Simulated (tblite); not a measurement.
Q: Write Cartesian coordinates for `C(F)(/C=C(/[SiH3])C(C)(C)C)=O` as optimised with GFN2-xTB.

A: 
```
atom  x, y, z in Å
C1    -1.1360    1.6500    0.1623
C2     0.0578    0.6890    0.1890
C3     1.1442    1.2863   -0.7164
C4     0.5614    0.5918    1.6369
C5    -0.3313   -0.6959   -0.2750
Si6   -2.1713   -1.1324   -0.5410
C7     0.5228   -1.7161   -0.4932
C8     1.9556   -1.8218   -0.3079
O9     2.7704   -1.1362    0.2185
F10    2.3885   -3.0179   -0.8414
H11   -1.9468    1.3000    0.7959
H12   -1.5094    1.7810   -0.8502
H13   -0.8239    2.6252    0.5313
H14    0.8320    1.2443   -1.7584
H15    1.3078    2.3276   -0.4488
H16    2.0876    0.7640   -0.6110
H17   -0.2099    0.1670    2.2767
H18    1.4503   -0.0271    1.6996
H19    0.8100    1.5844    2.0049
H20   -2.8712   -0.9878    0.7367
H21   -2.2478   -2.5264   -0.9768
H22   -2.7585   -0.2712   -1.5657
H23    0.1128   -2.6507   -0.8561
```

Any rigid rotation of these coordinates is as good. Atoms count from 1 in this order. Of the pairs four or more bonds apart, O9···H16 is among the closest relative to their van der Waals radii: 2.18 Å, 80 % of the sum of Bondi's values. The 6 C–C bonds span 1.348 Å (C5=C7, drawn double) to 1.536 Å (C2–C4, drawn single), a spread of 0.188 Å. Si6 (SiH3 silicon) is tetrahedral (angles from 108.0° to 111.2°).

Bonds between heavy atoms (Å): C1–C2 1.533, C2–C3 1.535, C2–C4 1.536, C2–C5 1.512, C5–Si6 1.910, C5=C7 1.348, C7–C8 1.449, C8=O9 1.188, C8–F10 1.379.

Structure optimised with GFN2-xTB, isolated species.

Point group: C1 (no symmetry element, even within 0.4 Å). Its GFN2-xTB frequencies are all real (lowest 25 cm⁻¹). The numbers are those of one conformer (C5–C7–C8–O9 10°). 3 starts were optimised and ended at 0.00, 4.23 and 4.25 kcal/mol (GFN2-xTB); the lowest of these is shown.

The numbers are calculated, not measured.
